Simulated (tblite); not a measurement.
Compound: C2H5F3P2Si.
Bonds: F1–C2, C2–F3, C2–C4 (double), C4–F5, C4–Si6, Si6–P7, Si6–P8. Hydrogens: H9 on Si6; H10, H11 on P7; H12, H13 on P8.

Computed with GFN2-xTB (tblite), gas phase: Langevin dynamics at 300 K from the optimised GFN2-xTB geometry, time step 0.5 fs, friction 0.01 fs⁻¹, 2000 steps.

Start geometry:
```
atom  x, y, z in Å
F1     -0.376   -2.195   -1.466
C2     -1.326   -1.771   -0.631
F3     -2.285   -2.678   -0.529
C4     -1.234   -0.592   -0.042
F5     -2.213   -0.201    0.796
Si6     0.237    0.595   -0.294
P7      2.012   -0.470    0.605
P8     -0.453    2.491    0.695
H9      0.296    0.828   -1.746
H10     2.934    0.450    0.129
H11     2.197   -1.322   -0.472
H12     0.823    2.945    0.992
H13    -0.617    1.922    1.946
```

The statistics below take the 31 frames saved every 25 fs from 250 to 1000 fs; their kinetic temperature (all 3N coordinates) averages 304 K.

Problem. Give the mean, spread and extremes of the bond lengths.

Solution. 
```
  bond  start (Å)  mean (Å)  standard deviation (Å)  shortest (Å)  longest (Å)
 F1–C2      1.333     1.331                   0.024         1.296        1.385
 C2–F3      1.325     1.332                   0.029         1.280        1.394
 C2=C4      1.321     1.325                   0.016         1.296        1.369
 C4–F5      1.347     1.352                   0.030         1.291        1.416
C4–Si6      1.907     1.921                   0.038         1.860        2.015
Si6–P7      2.256     2.263                   0.029         2.214        2.361
Si6–P8      2.247     2.262                   0.046         2.135        2.354
Si6–H9      1.472     1.480                   0.035         1.420        1.566
P7–H10      1.387     1.396                   0.032         1.311        1.454
P7–H11      1.386     1.390                   0.047         1.318        1.507
P8–H12      1.386     1.395                   0.040         1.332        1.463
P8–H13      1.385     1.392                   0.033         1.326        1.463
```

Problem. Give the same statistics for bond angles, one of each kind among heavy atoms.

Solution. 
| angle | start (°) | mean (°) | standard deviation (°) | smallest (°) | largest (°) |
| --- | --- | --- | --- | --- | --- |
| F1–C2–F3 | 110.2 | 109.8 | 2.4 | 105.5 | 114.2 |
| F1–C2–C4 | 120.9 | 121.9 | 3.1 | 114.5 | 126.5 |
| F3–C2–C4 | 128.8 | 127.3 | 3.1 | 120.7 | 134.8 |
| C2–C4–F5 | 119.1 | 118.6 | 3.9 | 111.9 | 127.9 |
| C2–C4–Si6 | 123.4 | 122.2 | 3.7 | 115.2 | 131.3 |
| F5–C4–Si6 | 117.6 | 117.7 | 4.0 | 110.9 | 126.1 |
| C4–Si6–P7 | 105.1 | 107.0 | 7.5 | 91.4 | 119.9 |
| C4–Si6–P8 | 103.3 | 103.8 | 6.4 | 92.4 | 114.4 |
| P7–Si6–P8 | 117.7 | 117.7 | 7.8 | 105.9 | 138.6 |

Problem. How far does each atom move about its mean position (frames aligned on the start, all atoms weighted alike), and what rms force does it feel?

Solution. 
```json
{"atom": "F1", "rms displacement (Å)": "0.40", "rms force (eV/Å)": "0.96"}
{"atom": "C2", "rms displacement (Å)": "0.15", "rms force (eV/Å)": "1.63"}
{"atom": "F3", "rms displacement (Å)": "0.32", "rms force (eV/Å)": "1.06"}
{"atom": "C4", "rms displacement (Å)": "0.24", "rms force (eV/Å)": "1.75"}
{"atom": "F5", "rms displacement (Å)": "0.50", "rms force (eV/Å)": "1.04"}
{"atom": "Si6", "rms displacement (Å)": "0.17", "rms force (eV/Å)": "1.09"}
{"atom": "P7", "rms displacement (Å)": "0.40", "rms force (eV/Å)": "1.23"}
{"atom": "P8", "rms displacement (Å)": "0.53", "rms force (eV/Å)": "1.24"}
{"atom": "H9", "rms displacement (Å)": "0.38", "rms force (eV/Å)": "0.60"}
{"atom": "H10", "rms displacement (Å)": "0.91", "rms force (eV/Å)": "0.71"}
{"atom": "H11", "rms displacement (Å)": "0.67", "rms force (eV/Å)": "0.91"}
{"atom": "H12", "rms displacement (Å)": "0.83", "rms force (eV/Å)": "0.86"}
{"atom": "H13", "rms displacement (Å)": "1.03", "rms force (eV/Å)": "0.72"}
```

The displacements run from 0.15 to 1.03 Å, the largest at H13.

Problem. Follow the torsion C2–C4–Si6–P7 through every second one of these frames.

Solution. 
```
t (fs)  C2–C4–Si6–P7 (°)
   250               -65
   300               -70
   350               -73
   400               -67
   450               -73
   500               -48
   550               -41
   600               -44
   650               -45
   700               -35
   750               -27
   800               -10
   850               -14
   900               -21
   950                -7
  1000                -1
```

Largest departure from the start value over all these frames: C2–C4–Si6–P7 69° (start -66°).

Problem. How widely does the potential energy scatter, against a harmonic estimate?

Solution. Mean 0.43 eV above the start, standard deviation 0.077 eV, range 0.32 to 0.60 eV. For 33 classical harmonic modes at 300 K the canonical values are 33kT/2 = 0.43 eV and kT·√(33/2) = 0.105 eV.

The run is classical and short, so these are rough statistics of one trajectory.

The cost below is that of the whole dynamics run. The run took 16 s wall on an Arm Neoverse V1 with one thread, shared host with 32 logical CPUs at a one-minute load of 18, and the process peaked at 0.18 GiB of memory.
